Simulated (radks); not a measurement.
Question: Tm61+, 8 electrons, occupied as [He] 2s2 2p4. Method: Dirac Kohn-Sham, PBE, spin-unpolarised, spherical densities, finite nucleus; open shells fill j = l - 1/2 first; Fermi nuclear charge, rms radius 5.2256 fm; computed with a radial shooting solver on a logarithmic mesh with Libxc functionals. Some entries of the table are withheld. Estimate them.

orbital,occ.,eigenvalue (eV),r(max) (bohr)
1s1/2,2,-65010.72,(1)
2s1/2,2,-15215.35,(2)
2p1/2,2,(3),(4)
2p3/2,2,(5),(6)

Answer: 
(1) 1s1/2 r(max) (bohr): 0.01260
(2) 2s1/2 r(max) (bohr): 0.07096
(3) 2p1/2 eigenvalue (eV): -14886.23
(4) 2p1/2 r(max) (bohr): 0.05297
(5) 2p3/2 eigenvalue (eV): -13838.62
(6) 2p3/2 r(max) (bohr): 0.05903
